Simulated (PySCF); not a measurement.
Species: C2H9NOSi (charge +1 and doublet state).
Z-matrix (Å and degrees, GFN2-xTB geometry), rows numbered from 1:
```
C 
N   1  1.4099
C   2  1.4087  1  117.73
Si  2  1.7855  1  120.92  3   179.75
O   4  1.5990  2  100.04  1   176.81
H   1  1.0984  2  110.62  3    63.04
H   1  1.0969  2  111.02  3   -53.62
H   1  1.0871  2  110.99  3  -175.91
H   3  1.0886  2  112.40  1    -4.78
H   3  1.0974  2  109.89  1   117.61
H   3  1.0953  2  109.97  1  -128.47
H   4  1.4572  2  103.99  1    57.68
H   4  1.4581  2  103.81  1   -64.35
H   5  0.9547  4  128.54  2  -179.76
```

The hyperfine couplings belong to this conformer and change with its torsions.

Identity: `O[SiH2][N+](C)C` [radical] (charge +1).

Method: UKS B3LYP, pcH-1 on C H N O Si, non-relativistic, mean-field spin-orbit, GIAO (PySCF 2.14.0). One conformer (not necessarily the lowest) at the GFN2-xTB geometry, without solvent, vibrations or thermal averaging. A GFN2-xTB geometry isn't a minimum of the functional, and hyperfine couplings can be far from their values at a DFT geometry, by a factor of two or more for some ions and for spin on atoms past the first row. Stability of the SCF solution: not tested.

(1) The isotropic 1H couplings, averaged over equivalent nuclei, are +107.7, +74.4, -1.5 MHz. Assign them to H6 (×6); H12/H13; H14.

Results:

(1) 
```csv
site,a_iso (MHz),ρ(0) (bohr⁻³),position,distance from N2 (Å),bound to,spin population there,largest |T| (MHz)
H6 (×6),+107.7,+0.0241,2 bonds from N2,2.07,C1/C3,-0.03,10.1
H12/H13,+74.4,+0.0166,2 bonds from N2,2.56,Si4,-0.04,5.2
H14,-1.5,-0.0003,3 bonds from N2,3.54,O5,0.00,2.4
```

ρ(0) is the spin density at the nucleus and T the dipolar tensor; a_iso includes a spin–orbit part; entries for several nuclei are means. The largest Mulliken spin populations are on N2 (+0.78), H10 (+0.07) and H6 (+0.07). N2 is the only atom above +0.15. The angles at N2 add up to 360.0°, so it is planar.

Nuclei that the bonding pattern makes equivalent are averaged, as if the motion that swaps them (rotation, inversion, ring flip) were fast. The six 1H nuclei of mean +107.7 MHz run from 1.3 to 183.3 MHz in the frozen geometry.

On one thread of an Arm Neoverse V1, shared host with 32 logical CPUs at a one-minute load of 9.7, this took 38 s wall (with the writing of density and orbital grids) and 0.86 GiB of memory at its peak.
